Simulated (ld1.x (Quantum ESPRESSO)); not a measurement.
**Building the TM potential for Rb (LDA (PZ), scalar-relativistic).**

| Item | Value |
| --- | --- |
| Element | rubidium (Rb) |
| Generator | ld1.x (Quantum ESPRESSO) 7.5 |
| Type | norm-conserving Troullier–Martins (Kleinman–Bylander form) |
| Functional | LDA (PZ) |
| Relativity | scalar-relativistic |
| Frozen core | [Ar] 3d10 4s2 |
| Valence charge | 7 |
| Reference configuration | 4p6 4d1 5s0 5p0 |
| Partial waves | 5s (bound, empty): rc 3.20 bohr; 4p (bound): rc 1.60 bohr; 4d (bound): rc 4.20 bohr |
| Local potential | all-electron potential smoothed inside 3.10 bohr (lloc = -1) |
| Core correction | none |

All-electron outer shells of the reference configuration (LDA (PZ), scalar-relativistic, ld1.x):

```tsv
shell	level (eV)	outermost node (bohr)	outermost maximum (bohr)
3d	-105.37	–	0.39
4s	-33.08	0.62	1.25
4p	-17.14	0.64	1.42
5s	-2.95	1.78	4.06
5p	-1.32	2.19	6.21
4d	-0.63	0.70	5.76
```

What the tests gave:

```
Cutoffs needed      : 35 Ry and 70 Ry (the cutoffs (Ry, on a coarse ladder) from which the occupation-weighted sum of valence levels, in a spherical-Bessel basis at the reference potential, stays within 10 and 1 mRy of its value at 400 Ry)
Ghost test          : no extra level below or beside the all-electron valence levels (s, p, d, f tested) (spherical-Bessel basis up to 400 Ry, 20 bohr box)
Configuration tests : 1 of 8 tests not solved or not reliable; not counted: 4p5 4d0 5s1 5p0 (solver errors, printed error -2.5 eV)
```

Generation and tests took about 1.7 s on one core of a shared server CPU.
